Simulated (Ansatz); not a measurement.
A nudged elastic band was laid between two geometries of C2H7FN2Si (13 atoms, charge 0, multiplicity 1).

All numbers below come from RKS B3LYP/def2-SVP in Ansatz 0.2.0.

```yaml
movable_images: 7
climbing_image: yes
spring: 5.0 eV/Å²
optimiser: quadratic models (default)
start_path: through a guess of the saddle point
force_threshold: 0.5 eV/Å
iteration_limit: 60
end_points: relaxed
```

First end point:

```xyz
13
Properties=species:S:1:pos:R:3
C 0.519 -1.826 0.787
C 0.448 -0.361 0.429
F 1.118 0.356 1.444
N 0.826 0.052 -0.892
Si -0.756 0.619 -0.624
N -1.077 2.292 -0.475
H 1.571 -2.166 0.779
H -0.048 -2.437 0.068
H 0.116 -2.004 1.796
H 1.683 -0.170 -1.391
H -1.916 0.019 -1.333
H -2.008 2.675 -0.602
H -0.456 2.917 0.028
```

Last end point:

```xyz
13
Properties=species:S:1:pos:R:3
C 0.617 -1.735 0.942
C 0.235 -0.493 0.179
F 0.620 0.633 1.041
N 0.591 -0.299 -1.140
Si -1.167 -0.162 -1.145
N -1.165 1.896 -0.523
H 1.714 -1.795 1.072
H 0.286 -2.632 0.398
H 0.158 -1.744 1.943
H 1.509 -0.359 -1.574
H -0.826 2.536 -1.245
H -2.067 2.242 -0.188
H -0.485 1.876 0.254
```

Problem. What changes between the two ends?

Solution. Bonds broken: Si5–H11. Bonds formed: N6–H11.

Problem. Give the energies along the band, and the barrier.

Solution. The run converged. The highest image is number 4 of 0 to 8, 66.1 kcal/mol above the first end and 53.2 kcal/mol above the last; the last end lies 13.0 kcal/mol above the first. The threshold of 0.5 eV/Å is loose, so the images may lie well off the minimum-energy path. Neighbouring images differ by up to 1.6 eV, so the band resolves the path poorly. The order of the stationary point at the top wasn't checked. The orbitals stay closed-shell, which can raise the energy where a bond breaks towards radicals; this wasn't checked here.

```json
{"image": "0", "path coordinate (Å)": "0.00", "energy (kcal/mol)": "0.0", "Si5–H11 (Å)": "1.49", "N6–H11 (Å)": "2.57"}
{"image": "1", "path coordinate (Å)": "0.64", "energy (kcal/mol)": "0.7", "Si5–H11 (Å)": "1.48", "N6–H11 (Å)": "2.58"}
{"image": "2", "path coordinate (Å)": "1.29", "energy (kcal/mol)": "6.7", "Si5–H11 (Å)": "1.48", "N6–H11 (Å)": "2.45"}
{"image": "3", "path coordinate (Å)": "1.93", "energy (kcal/mol)": "32.4", "Si5–H11 (Å)": "1.49", "N6–H11 (Å)": "2.07"}
{"image": "4", "path coordinate (Å)": "2.58", "energy (kcal/mol)": "66.1", "Si5–H11 (Å)": "1.65", "N6–H11 (Å)": "1.52"}
{"image": "5", "path coordinate (Å)": "3.16", "energy (kcal/mol)": "29.2", "Si5–H11 (Å)": "2.07", "N6–H11 (Å)": "1.04"}
{"image": "6", "path coordinate (Å)": "3.75", "energy (kcal/mol)": "17.4", "Si5–H11 (Å)": "2.54", "N6–H11 (Å)": "1.02"}
{"image": "7", "path coordinate (Å)": "4.34", "energy (kcal/mol)": "14.0", "Si5–H11 (Å)": "2.71", "N6–H11 (Å)": "1.02"}
{"image": "8", "path coordinate (Å)": "4.93", "energy (kcal/mol)": "13.0", "Si5–H11 (Å)": "2.72", "N6–H11 (Å)": "1.02"}
```

Problem. What is the geometry of the highest image?

Solution. 
```xyz
13
Properties=species:S:1:pos:R:3:forces:R:3
C 0.593 -1.872 0.934 0.07 -0.12 -0.04
C 0.322 -0.526 0.328 -0.03 0.15 -0.08
F 0.819 0.458 1.212 -0.01 -0.05 0.01
N 0.623 -0.247 -1.019 0.10 0.04 -0.10
Si -1.046 0.217 -0.836 0.11 0.19 -0.08
N -1.093 2.058 -0.469 0.15 -0.03 -0.15
H 1.687 -2.040 1.001 -0.08 0.01 0.00
H 0.158 -2.675 0.322 0.00 0.03 0.00
H 0.181 -1.931 1.950 -0.04 -0.02 0.07
H 1.547 0.015 -1.364 -0.05 -0.05 0.05
H -1.560 1.471 -1.786 -0.05 -0.25 0.33
H -1.943 2.410 -0.024 -0.03 0.11 -0.05
H -0.269 2.629 -0.233 -0.14 -0.01 0.05
```

The run took 4.5 min on 2 threads of Arm Neoverse V1, on a shared host, peak memory 0.33 GiB.
